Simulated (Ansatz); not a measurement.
Relaxation of Cl3FH4SiTi (10 atoms, charge 0, multiplicity 1), to a largest force component of 0.03 eV/Å in at most 50 steps.

These are results of Ansatz 0.2.0, RKS PBE0-D4/def2-SVP, not measurements.

```xyz
10
Properties=species:S:1:pos:R:3:forces:R:3
Ti 0.255 0.357 -0.577 -0.39 -0.63 -0.51
Cl 0.004 0.018 2.973 0.58 1.06 0.43
Cl 2.041 -0.137 -1.698 -0.01 0.00 0.00
Cl -1.089 1.760 -1.530 -0.01 0.00 0.01
F -0.496 -0.993 0.207 0.07 0.12 -0.11
Si 1.387 2.074 0.817 0.43 0.56 0.25
H 2.471 1.481 1.667 -0.01 0.02 -0.01
H 2.007 3.071 -0.114 0.00 0.00 0.02
H 0.435 2.804 1.715 0.01 0.01 0.00
H 0.641 1.165 3.210 -0.66 -1.14 -0.07
```

Question: Where does it end, and by what steps?

Answer: The run converged. The force dipped under the threshold on the way, but the program's further checks kept it going. After 10 steps the energy has fallen by 0.177 eV; H10 moved furthest, 0.97 Å.

```
step  energy less start (eV)  largest force component (eV/Å)  accepted
   0                  0.0000                           1.138       yes
   1                 -0.1165                           0.489       yes
   2                 -0.1398                           0.547       yes
   3                 -0.1538                           0.507       yes
   4                 -0.1665                           0.237       yes
   5                 -0.1726                           0.121       yes
   6                 -0.1756                           0.034       yes
   7                 -0.1760                           0.059       yes
   8                 -0.1765                           0.007       yes
   9                 -0.1749                           0.225        no
  10                 -0.1765                           0.008       yes
```

```xyz
10
Properties=species:S:1:pos:R:3
Ti 0.280 0.388 -0.795
Cl 0.003 0.030 3.231
Cl 2.040 -0.205 -1.912
Cl -1.126 1.734 -1.747
F -0.393 -0.809 0.248
Si 1.430 2.132 0.684
H 2.493 1.495 1.520
H 2.062 3.138 -0.228
H 0.438 2.827 1.561
H 0.431 0.870 4.106
```

Whether the end is a true minimum wasn't checked by a vibrational analysis.

The run took 37 s on 4 threads of Arm Neoverse V2, on a shared host, peak memory 0.42 GiB.
